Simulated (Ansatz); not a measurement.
CH3ISi (SMILES C[Si]I), singlet, at a GFN2-xTB geometry (core potentials on I); HF/def2-SVP (Ansatz, an electronic-structure program).

Here is a job for Ansatz.
Ansatz 0.2 input:
```yaml
crystal:
  periodic: [false, false, false]
  atoms:
    - {symbol: Si, position_ang: [0.19690555, 1.15390164, 1.28698291]}
    - {symbol: I, position_ang: [-0.14300395, -0.75438176, -0.32833531]}
    - {symbol: C, position_ang: [0.51397396, 2.55123879, 0.01951332]}
    - {symbol: H, position_ang: [0.69245101, 3.50452425, 0.51464366]}
    - {symbol: H, position_ang: [-0.33812372, 2.68151631, -0.64781739]}
    - {symbol: H, position_ang: [1.38436042, 2.33413717, -0.59989549]}
basis:
  gaussian:
    orbitals: def2-SVP
hamiltonian:
  xc: hf
```

It wrote (shortened):

```
Functional definition: HF
805 factors; integrals over basis functions are off by at most 9.5e-4 eV
mean field evaluation 1: about -17007.5320 eV, gradient 2.3e1 eV
mean field evaluation 2: about -17007.5549 eV, gradient 2.3e1 eV
mean field evaluation 4: about -17009.2584 eV, gradient 2.1e0 eV
mean field evaluation 8: about -17009.2890 eV, gradient 1.3e-1 eV
mean field -17009.28916089 eV, -625.0798473525 hartree, gradient 5.3e-5 eV, S^2 0.000000; 0 other end points of the search recorded, 0 dependent functions left out
reference -17009.28916089 eV, -625.0798473525 hartree; 24, 24 occupied and 49, 49 virtual orbitals, 805 factors
Total energy: -17009.28916089 eV, -625.0798473525 hartree
```
